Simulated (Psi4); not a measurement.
C4F5, doublet, at a GFN2-xTB geometry; R2SCAN/6-311G** run with Psi4 1.11.

Input for Psi4:
```
memory 2 GB

molecule {
0 2
  F    -0.10508476    2.29887463    0.45842030
  C     0.06611296    1.02363900    0.18498420
  C     1.14126835    0.20846871   -0.15352017
  F     2.41947565    0.44195125   -0.32546097
  C     0.36797154   -0.94434736   -0.24337601
  F     0.58664635   -2.21091063   -0.52319859
  C    -0.89285418   -0.16309237    0.12010420
  F    -1.50114293   -0.50648297    1.26906905
  F    -1.85489344   -0.10654426   -0.81762460
}

set basis 6-311g**
set reference uks
set damping_percentage 20

energy('r2scan')
print_variables()
```

### Question
Write the output that Psi4 gives for this input, abridged.

### Answer

```
   => Loading Basis Set <=

    Name: 6-311G**
    Role: ORBITAL
    Keyword: BASIS

         ---------------------------------------------------------
                                   SCF
               by Justin Turney, Rob Parrish, Andy Simmonett
                          and Daniel G. A. Smith
                              UKS Reference
         ---------------------------------------------------------

  ==> Geometry <==

    Molecular point group: c1
    Full point group: C1

    Geometry (in Angstrom), charge = 0, multiplicity = 2:

       Center              X                  Y                   Z               Mass
    ------------   -----------------  -----------------  -----------------  -----------------
         F           -0.101907849262     2.299454936133     0.457992950858    18.998403162730
         C            0.069289870738     1.024219306133     0.184556850858    12.000000000000
         C            1.144445260738     0.209049016133    -0.153947519142    12.000000000000
         F            2.422652560738     0.442531556133    -0.325888319142    18.998403162730
         C            0.371148450738    -0.943767053867    -0.243803359142    12.000000000000
         F            0.589823260738    -2.210330323867    -0.523625939142    18.998403162730
         C           -0.889677269262    -0.162512063867     0.119676850858    12.000000000000
         F           -1.497966019262    -0.505902663867     1.268641700858    18.998403162730
         F           -1.851716529262    -0.105963953867    -0.818051949142    18.998403162730

  Running in c1 symmetry.

  Rotational constants: A =      0.06111  B =      0.05554  C =      0.03432 [cm^-1]
  Rotational constants: A =   1832.07439  B =   1665.17506  C =   1028.84741 [MHz]
  Nuclear repulsion =  465.461400777398410

  Charge       = 0
  Multiplicity = 2
  Electrons    = 69
  Nalpha       = 35
  Nbeta        = 34

  ==> Algorithm <==

  SCF Algorithm Type is DF.
  DIIS enabled.
  MOM disabled.
  Fractional occupation disabled.
  Guess Type is SAD.
  Energy threshold   = 1.00e-06
  Density threshold  = 1.00e-06
  Integral threshold = 1.00e-12

  ==> Primary Basis <==

  Basis Set: 6-311G**
    Blend: 6-311G**
    Number of shells: 72
    Number of basis functions: 162
    Number of Cartesian functions: 171
    Spherical Harmonics?: true
    Max angular momentum: 2

  ==> DFT Potential <==

   => LibXC <=

    Version 7.1.2
    S. Lehtola, C. Steigemann, M. J. T. Oliveira, and M. A. L. Marques,  SoftwareX 7, 1–5 (2018) (10.1016/j.softx.2017.11.002)

   => Composite Functional: R2SCAN <=

    r2SCAN Meta-GGA XC Functional  (0.1021/acs.jpclett.0c02405)
    J. W. Furness, A. D. Kaplan, J. Ning, J. P. Perdew, J. Sun  J. Phys. Chem. Lett.  11, 8208–8215, 2020

    Deriv               =              1
    GGA                 =           TRUE
    Meta                =           TRUE

    Exchange Hybrid     =          FALSE
    MP2 Hybrid          =          FALSE

   => Exchange Functionals <=

    1.0000   XC_MGGA_X_R2SCAN

   => Correlation Functionals <=

    1.0000   XC_MGGA_C_R2SCAN

   => LibXC Density Thresholds  <==

    XC_MGGA_C_R2SCAN:  1.00E-15
    XC_MGGA_X_R2SCAN:  1.00E-11

   => Molecular Quadrature <=

    Radial Scheme          =       TREUTLER
    Pruning Scheme         =           NONE
    Nuclear Scheme         =       TREUTLER

    Blocking Scheme        =         OCTREE
    BS radius alpha        =              1
    Pruning alpha          =              1
    Radial Points          =             75
    Spherical Points       =            302
    Total Points           =         191134
    Total Blocks           =           1472
    Max Points             =            256
    Max Functions          =            140
    Weights Tolerance      =       1.00E-15

   => Loading Basis Set <=

    Name: (6-311G** AUX)
    Role: JKFIT
    Keyword: DF_BASIS_SCF

  ==> Integral Setup <==

  SCF_SUBTYPE=INCORE selected. In-core MEM_DF algorithm will be used.
  Using in-core AOs.

  ==> MemDFJK: Density-Fitted J/K Matrices <==

    J tasked:                   Yes
    K tasked:                    No
    wK tasked:                   No
    Algorithm:                 Core
    Schwarz Cutoff:           1E-12
    Mask sparsity (%):      12.3152
    Fitting Condition:        1E-10

   => Auxiliary Basis Set <=

  Basis Set: (6-311G** AUX)
    Blend: CC-PVTZ-JKFIT
    Number of shells: 225
    Number of basis functions: 711
    Number of Cartesian functions: 864
    Spherical Harmonics?: true
    Max angular momentum: 4

  Minimum eigenvalue in the overlap matrix is 5.0756203250E-04.
  Reciprocal condition number of the overlap matrix is 8.6428588469E-05.
    Using symmetric orthogonalization.

  ==> Pre-Iterations <==

  SCF Guess: Superposition of Atomic Densities via on-the-fly atomic UHF (no occupation information).

   -------------------------
    Irrep   Nso     Nmo
   -------------------------
     A        162     162
   -------------------------
    Total     162     162
   -------------------------

  ==> Iterations <==

                           Total Energy        Delta E     RMS |[F,P]|

   @DF-UKS iter SAD:  -651.48546668333438   -6.51485e+02   0.00000e+00
   @DF-UKS iter   1:  -651.21988495346363    2.65582e-01   3.91970e-03 DIIS/ADIIS
   @DF-UKS iter   2:  -651.21358307516107    6.30188e-03   3.88772e-03 DIIS/ADIIS/DAMP=20%
   @DF-UKS iter   3:  -650.95781272982958    2.55770e-01   1.46988e-03 DIIS/ADIIS/DAMP=20%
   @DF-UKS iter   4:  -651.19463250654030   -2.36820e-01   4.07516e-04 DIIS/ADIIS/DAMP=20%
   @DF-UKS iter   5:  -651.37830915761378   -1.83677e-01   1.99152e-04 DIIS/ADIIS/DAMP=20%
   @DF-UKS iter   6:  -651.37269100485025    5.61815e-03   8.74103e-05 DIIS/DAMP=20%
   @DF-UKS iter   7:  -651.36803843624966    4.65257e-03   3.53187e-05 DIIS/DAMP=20%
   @DF-UKS iter   8:  -651.38584547792232   -1.78070e-02   1.70461e-05 DIIS/DAMP=20%
   @DF-UKS iter   9:  -651.38986409416998   -4.01862e-03   5.05167e-06 DIIS/DAMP=20%
   @DF-UKS iter  10:  -651.38903452869033    8.29565e-04   2.36713e-06 DIIS/DAMP=20%
   @DF-UKS iter  11:  -651.38867186496918    3.62664e-04   1.15294e-06 DIIS/DAMP=20%
   @DF-UKS iter  12:  -651.38866792745239    3.93752e-06   4.92861e-07 DIIS/DAMP=20%
   @DF-UKS iter  13:  -651.38867126061223   -3.33316e-06   1.73884e-07 DIIS/DAMP=20%
   @DF-UKS iter  14:  -651.38861143417421    5.98264e-05   1.20854e-07 DIIS/DAMP=20%
   @DF-UKS iter  15:  -651.38858851502312    2.29192e-05   3.84408e-08 DIIS/DAMP=20%
   @DF-UKS iter  16:  -651.38859639162990   -7.87661e-06   1.58790e-08 DIIS/DAMP=20%
   @DF-UKS iter  17:  -651.38859500922547    1.38240e-06   6.32768e-09 DIIS/DAMP=20%
   @DF-UKS iter  18:  -651.38859639353927   -1.38431e-06   2.98934e-09 DIIS/DAMP=20%
   @DF-UKS iter  19:  -651.38859566265955    7.30880e-07   1.56501e-09 DIIS/DAMP=20%
  Energy and wave function converged.

  ==> Post-Iterations <==

   Electrons on quadrature grid:
      Nalpha   =   34.9999880996 ; deviation = -1.190e-05
      Nbeta    =   33.9999853810 ; deviation = -1.462e-05
      Ntotal   =   68.9999734806 ; deviation = -2.652e-05

   @Spin Contamination Metric:   3.448618525E-02
   @S^2 Expected:                7.500000000E-01
   @S^2 Observed:                7.844861853E-01
   @S   Expected:                5.000000000E-01
   @S   Observed:                5.000000000E-01

    Orbital Energies [Eh]
    ---------------------

    Alpha Occupied:

[...]
    Alpha Virtual:

[...]
     162A     66.881630

    Beta Occupied:

[...]
      34A     -0.295273

    Beta Virtual:

[...]
    Final Occupation by Irrep:
              A
    DOCC [    34 ]
    SOCC [     1 ]
    NA   [    35 ]
    NB   [    34 ]

  @DF-UKS Final Energy:  -651.38859566265955

   => Energetics <=

    Nuclear Repulsion Energy =            465.4614007773984099
    One-Electron Energy =               -1826.5843110951918788
    Two-Electron Energy =                 783.5784419060624941
    DFT Exchange-Correlation Energy =     -73.8441272509286932
    Empirical Dispersion Energy =           0.0000000000000000
    VV10 Nonlocal Energy =                  0.0000000000000000
    Total Energy =                       -651.3885956626595544

  UHF NO Occupations:
  HONO-2 :   33  A 1.9987132
  HONO-1 :   34  A 1.9854069
  HONO-0 :   35  A 1.0000000
  LUNO+0 :   36  A 0.0145931
  LUNO+1 :   37  A 0.0012868
  LUNO+2 :   38  A 0.0006998
  LUNO+3 :   39  A 0.0002235

Computation Completed

Properties will be evaluated at   0.000000,   0.000000,   0.000000 [a0]

Properties computed using the SCF density matrix

 Multipole Moments:

 ------------------------------------------------------------------------------------
     Multipole            Electronic (a.u.)      Nuclear  (a.u.)        Total (a.u.)
 ------------------------------------------------------------------------------------

 L = 1.  Multiply by 2.5417464519 to convert [e a0] to [Debye]
 Dipole X            :         -0.0021135            0.4142406            0.4121271
 Dipole Y            :         -0.0003861            0.0756669            0.0752808
 Dipole Z            :          0.0002843           -0.0557225           -0.0554382
 Magnitude           :                                                    0.4225983

 ------------------------------------------------------------------------------------

  Variable Map:
  ----------------------------------------------------------------------------
[...]
  Array Variable Map:
  ----------------------------------------------------------------------------
[...]
[...]
```
